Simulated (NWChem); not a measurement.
C2H6OZr; SMILES [CH3][Zr]([CH3])=[O]

Not confirmed as a minimum by frequencies. def2 effective core potentials on Zr; no spin-orbit coupling.

Problem. Give the equilibrium geometry at PBE-D3(BJ)/def2-SVP with def2 effective core potentials on Zr (NWChem) as an XYZ file, with the point group.

Solution. point group Cs; any orientation.
```
10

Zr     0.1331    -0.0032    -0.4068
O      1.6282     0.0208     0.5171
C     -0.9655    -1.7628     0.4423
H     -1.9493    -1.9495    -0.0449
H     -1.1553    -1.5566     1.5193
H     -0.3634    -2.6970     0.4027
C     -0.9943     1.7587     0.3988
H     -1.9815     1.9173    -0.0915
H     -0.4078     2.7016     0.3361
H     -1.1796     1.5753     1.4807
```
